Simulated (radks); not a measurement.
Ionisation of neutral bismuth, [Hg] 6p3, to [Hg] 6p2 as the strength of local exchange is varied. Calculated with a radial shooting solver on a logarithmic mesh with Libxc functionals: Dirac Kohn-Sham, Slater X-alpha exchange (alpha = 2/3 is LDA exchange), no correlation, spin-unpolarised, spherical densities, point nucleus; open shells fill j = l - 1/2 first.

alpha	E(Bi) (hartree)	exchange (hartree)	IE (eV)	-e of the level emptied (eV)	<r> of it (bohr)
0.557	-21499.1546	-315.0489	5.345	2.304 (6p3/2)	3.514
0.667	-21561.4660	-378.4007	6.108	2.940 (6p3/2)	3.343
0.798	-21635.9171	-454.3331	7.077	3.774 (6p3/2)	3.172
0.916	-21703.2065	-523.1820	8.006	4.592 (6p3/2)	3.041
0.935	-21714.0613	-534.3079	8.161	4.729 (6p3/2)	3.021
0.974	-21736.3597	-557.1799	8.482	5.017 (6p3/2)	2.982
1.015	-21759.8268	-581.2751	8.825	5.325 (6p3/2)	2.943

NIST Atomic Spectra Database: 7.286 eV (measured). The Delta-SCF value meets it near alpha = 0.82. Spin polarisation and multiplet splitting are left out, so open shells lie too high by an amount that depends on their filling.

Beside tabulated values, note that spin-unpolarised runs miss the spin-polarisation part of the exchange energy of open shells.
